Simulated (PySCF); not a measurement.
## Electric properties by functional and basis

Compound: C3H8O2Si.
SMILES: `O[SiH2]O/C=C\C`

PySCF, dipoles from the SCF density, polarisabilities from static response with core orbitals frozen. The structure is a single PBE0-D3(BJ)/def2-SVP conformer in the gas phase; no vibrational or solvent corrections.

The anisotropy is √(½[(α1 − α2)² + (α2 − α3)² + (α3 − α1)²]).

```tsv
level	μ (D)	α (Å³)	anisotropy (Å³)
LDA/def2-SVPD	0.827	11.53	5.22
PBE/def2-SVPD	0.801	11.36	5.18
B3LYP/def2-SVPD	0.757	10.93	4.82
PBE0/def2-SVPD	0.771	10.82	4.78
BHandHLYP/def2-SVPD	0.728	10.45	4.52
CAM-B3LYP/def2-SVPD	0.741	10.75	4.66
wB97X-D/def2-SVPD	0.767	10.74	4.62
LC-wPBE/def2-SVPD	0.741	10.51	4.56
HF/def2-SVPD	0.718	10.00	4.27
PBE0/6-31G*	0.870	8.72	4.99
PBE0/def2-SVP	0.883	9.15	4.89
PBE0/6-31+G*	0.840	10.07	4.74
PBE0/aug-cc-pVDZ	0.788	11.08	4.84
PBE0/def2-TZVP	0.857	10.32	4.91
```

The dipole runs from 0.72 D (HF/def2-SVPD) to 0.88 D (PBE0/def2-SVP). No reference polarisability is at hand; against PBE0 in the largest diffuse basis at hand (aug-cc-pVDZ) the other PBE0 rows deviate by 6-31G* -21%, def2-SVP -17%, 6-31+G* -9%, def2-SVPD -2%, def2-TZVP -7%. In one basis (def2-SVPD) the functionals order the polarisability from HF (lowest) to LDA (highest), a spread of 15%. With PBE0 the polarisability is 9.40 Å³ without diffuse functions (mean of 6-31G*, def2-SVP and def2-TZVP) and 10.66 Å³ with them (mean of 6-31+G*, def2-SVPD and aug-cc-pVDZ).
